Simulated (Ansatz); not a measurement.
Consider the redistribution: `O[SiH2]N[SiH](O)O` + `O[SiH](F)[SiH3]` → `O[SiH](O)[SiH3]` + `O[SiH2]N[SiH](O)F`.

Isolated molecules relaxed with PBE0-D4/def2-TZVP in Ansatz; ΔE leaves out vibrations. CCSD(T)/CBS adds triple-zeta CCSD(T) − MP2 to the extrapolated MP2 energy (def2 sets, frozen cores). This one scheme is used for every species. DFT in def2-TZVPP. B3LYP here is the variant with VWN-RPA as its local correlation; programs differ in this. Each species was taken in one conformer, which may not be the lowest.

`O[SiH2]N[SiH](O)O`:

```xyz
13

O    -0.895   -1.855    0.584
Si    0.330   -1.598   -0.508
N     0.929   -0.020   -0.243
Si    0.012    1.423   -0.065
O     0.751    2.224    1.162
O    -1.545    1.001    0.190
H    -1.543   -2.521    0.348
H    -0.253   -1.790   -1.863
H     1.454   -2.549   -0.309
H     1.901    0.046    0.021
H    -0.021    2.306   -1.252
H     0.548    3.155    1.260
H    -1.667    0.176    0.673
```

`O[SiH](F)[SiH3]`:

Cartesian coordinates in Å:
```
O -1.752 -0.754 -0.153
Si -0.730 0.473 0.206
F -0.869 0.872 1.753
Si 1.437 -0.308 -0.199
H -2.694 -0.576 -0.189
H -1.105 1.702 -0.545
H 2.423 0.740 0.179
H 1.592 -0.612 -1.647
H 1.699 -1.537 0.594
```

`O[SiH](O)[SiH3]`:

```xyz
10

O    -0.697    1.794   -0.510
Si   -0.242    0.579    0.507
O     1.249    0.819    1.163
Si   -0.072   -1.481   -0.599
H    -0.192    1.909   -1.316
H    -1.292    0.611    1.557
H     1.359    1.562    1.760
H     0.897   -1.373   -1.725
H    -1.395   -1.868   -1.161
H     0.385   -2.553    0.324
```

`O[SiH2]N[SiH](O)F`:

Cartesian coordinates in Å:
```
O -1.417 1.537 -1.487
Si 0.022 1.566 -0.696
N 0.583 -0.003 -0.240
Si -0.090 -1.097 0.872
O 1.145 -1.882 1.594
F -1.006 -2.207 0.172
H -1.494 0.971 -2.257
H 1.107 2.138 -1.535
H -0.257 2.400 0.492
H 1.424 -0.316 -0.706
H -0.979 -0.372 1.799
H 0.962 -2.734 1.992
```

(1) Is it downhill or uphill in electronic energy at CCSD(T)/CBS, and by how much? (Estimate.)

(2) What do these levels give: B3LYP-D4, B2PLYP, PBE0, B3LYP, MP2/def2-TZVPP, CCSD/CBS(def2)? (Best estimate.)

Largest T1 diagnostic among the species: 0.013.

Answers

(1) The calculation gave: Nearly level: ΔE = +0.03 eV.

(2) Computed: B3LYP-D4 0.04, B2PLYP 0.02, PBE0 0.02, B3LYP 0.01, MP2/def2-TZVPP 0.03, CCSD/CBS(def2) 0.02 eV.

In def2-TZVPP, CCSD(T) changes the Hartree–Fock value by +0.04 eV (the triples alone add +0.01 eV) and MP2 by +0.04 eV. The D4 term adds +0.03 eV with B3LYP and +0.02 eV with PBE0; it sums over pairs of atoms, weighted by their polarisabilities, and B3LYP, whose exchange is more repulsive, gets the larger term.
